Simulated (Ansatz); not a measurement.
One change: `CO[CH2][GaH2]` becomes `CO[CH2][ZnH]`.

Ansatz, PBE0-D4/def2-TZVP geometries, multiplicity 1. Each molecule was computed in one conformer, which needn't be the lowest.

Scalar relativity is left out up to krypton.

```json
{"property": "LUMO energy (PBE/def2-TZVPP) / eV", "`CO[CH2][GaH2]`": "-2.29"}
{"property": "HOMO energy (B3LYP/def2-TZVPP) / eV", "`CO[CH2][GaH2]`": "-7.34"}
{"property": "HOMO energy (PBE0/def2-TZVPP) / eV", "`CO[CH2][GaH2]`": "-7.56"}
{"property": "HOMO energy (ωB97M-V/def2-TZVPP) / eV", "`CO[CH2][GaH2]`": "-9.85"}
{"property": "HOMO–LUMO gap (ωB97M-V/def2-TZVPP) / eV", "`CO[CH2][GaH2]`": "10.11"}
{"property": "HOMO–LUMO gap (PBE/def2-TZVPP) / eV", "`CO[CH2][GaH2]`": "3.69"}
```

Task: Give the same properties after the change, and the shifts. (Best estimate.)

Result: Ansatz gave: 
```json
{"property": "LUMO energy (PBE/def2-TZVPP) / eV", "`CO[CH2][ZnH]`": "-1.22", "shift": "1.07"}
{"property": "HOMO energy (B3LYP/def2-TZVPP) / eV", "`CO[CH2][ZnH]`": "-7.06", "shift": "0.28"}
{"property": "HOMO energy (PBE0/def2-TZVPP) / eV", "`CO[CH2][ZnH]`": "-7.25", "shift": "0.31"}
{"property": "HOMO energy (ωB97M-V/def2-TZVPP) / eV", "`CO[CH2][ZnH]`": "-9.47", "shift": "0.38"}
{"property": "HOMO–LUMO gap (ωB97M-V/def2-TZVPP) / eV", "`CO[CH2][ZnH]`": "10.36", "shift": "0.25"}
{"property": "HOMO–LUMO gap (PBE/def2-TZVPP) / eV", "`CO[CH2][ZnH]`": "4.52", "shift": "0.83"}
```

With PBE0 the HOMO rises by 0.31 eV and the LUMO rises by 0.99 eV, so the gap widens by about 0.68 eV. PBE moves the HOMO by 0.25 eV and ωB97M-V by 0.38 eV. The zero-point energy changes by -18.3 kJ/mol with -3 modes.

B3LYP here is the variant with VWN-RPA as its local correlation; programs differ in this.
